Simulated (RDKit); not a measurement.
Input for RDKit: UFF on C2H8Ge (SMILES [CH3][GeH2][CH3]).

```python
from rdkit import Chem
from rdkit.Chem import AllChem, rdDetermineBonds

blocks = [
'''11

C     1.61126192    0.09574451   -0.35390908
Ge    0.00445894   -0.07771454    0.76792733
C    -1.61533471   -0.02467003   -0.34737424
H     1.58675722    1.03771305   -0.90228823
H     2.51282872    0.07327638    0.25770180
H     1.65820545   -0.72310259   -1.07217541
H    -0.03640335    1.07298430    1.79793699
H     0.05580965   -1.41162712    1.54555196
H    -2.51024999   -0.11360108    0.26794505
H    -1.66303249    0.91618552   -0.89613725
H    -1.60430135   -0.84518842   -1.06517893
''',
]
mol = None
for b in blocks:
    f = Chem.MolFromXYZBlock(b)
    rdDetermineBonds.DetermineBonds(f, charge=0)
    mol = f if mol is None else Chem.CombineMols(mol, f)
Chem.SanitizeMol(mol)
print(Chem.MolToSmiles(Chem.RemoveHs(mol)))
ff = AllChem.UFFGetMoleculeForceField(mol, vdwThresh=100.0, ignoreInterfragInteractions=False)
e = ff.CalcEnergy()
print(f'UFF energy {e:.6f} kcal/mol')
```

Output:

```
[CH3][GeH2][CH3]
UFF energy 0.334807 kcal/mol
```

The run finished.

Cost: about 0.04 core-seconds (a rough figure).
